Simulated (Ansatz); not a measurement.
`COB(S)Cl` at its PBE0-D4/def2-TZVP geometry, where that method's forces vanish. Charge 0, multiplicity 1.

| atom | x (Å) | y (Å) | z (Å) |
| --- | --- | --- | --- |
| C1 | 0.554 | -1.298 | 0.074 |
| O2 | -0.423 | -0.282 | -0.083 |
| B3 | -0.146 | 1.027 | -0.005 |
| S4 | -1.443 | 2.265 | -0.215 |
| Cl5 | 1.491 | 1.624 | 0.306 |
| H6 | 1.009 | -1.248 | 1.065 |
| H7 | 0.045 | -2.253 | -0.046 |
| H8 | 1.337 | -1.204 | -0.682 |
| H9 | -2.425 | 1.369 | -0.413 |

Question: For each bond, give half the difference of the two atoms' forces along it (eV/Å; positive pushes the atoms apart) under PBE-D4, r2SCAN-D4, B3LYP-D4, ωB97M-V in def2-TZVPP. (Estimate.)

Answer: Computed: 
```json
{"bond": "C1–O2", "length (Å)": "1.418", "PBE-D4": "0.20", "r2SCAN-D4": "0.28", "B3LYP-D4": "0.30", "ωB97M-V": "0.26"}
{"bond": "C1–H6", "length (Å)": "1.092", "PBE-D4": "0.08", "r2SCAN-D4": "-0.06", "B3LYP-D4": "-0.08", "ωB97M-V": "-0.11"}
{"bond": "C1–H7", "length (Å)": "1.089", "PBE-D4": "0.07", "r2SCAN-D4": "-0.08", "B3LYP-D4": "-0.12", "ωB97M-V": "-0.10"}
{"bond": "C1–H8", "length (Å)": "1.092", "PBE-D4": "0.08", "r2SCAN-D4": "-0.06", "B3LYP-D4": "-0.08", "ωB97M-V": "-0.11"}
{"bond": "O2–B3", "length (Å)": "1.341", "PBE-D4": "0.32", "r2SCAN-D4": "0.07", "B3LYP-D4": "-0.06", "ωB97M-V": "0.00"}
{"bond": "B3–S4", "length (Å)": "1.805", "PBE-D4": "0.01", "r2SCAN-D4": "0.00", "B3LYP-D4": "0.04", "ωB97M-V": "0.02"}
{"bond": "B3–Cl5", "length (Å)": "1.771", "PBE-D4": "0.06", "r2SCAN-D4": "0.05", "B3LYP-D4": "0.17", "ωB97M-V": "0.09"}
{"bond": "S4–H9", "length (Å)": "1.344", "PBE-D4": "0.26", "r2SCAN-D4": "0.01", "B3LYP-D4": "-0.03", "ωB97M-V": "-0.11"}
```

B3LYP here is the variant with VWN-RPA as its local correlation; programs differ in this.
